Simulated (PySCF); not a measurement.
**Ionisation energy of Nb⁺ by level of theory**

Nb⁺ [Kr] 4d4 (5D) → Nb²⁺ [Kr] 4d3 (4F), as a difference of total energies. Computed with PySCF 2.14 in def2-TZVPPD with the def2 core potential (28 electrons), with a scalar-relativistic core potential. Correlated levels: valence and next inner shell: nothing frozen outside the core potential. The calculations carry no spin-orbit coupling.

Q: Order these methods by the ionisation energy they give, lowest first.
A. CCSD (valence and next inner shell)
B. MP2 (valence and next inner shell)
C. CCSD(T) (valence and next inner shell)
D. UHF

A: D (13.061 eV), A (13.916 eV), C (13.963 eV), B (14.045 eV).

The reference lies between the lowest fine-structure levels, while these numbers refer to the centres of the terms.

Errors of the correlated levels include the incompleteness of this basis.

For comparison: 14.32 eV (semi-empirical (NIST evaluation); NIST Atomic Spectra Database, ionization energies).
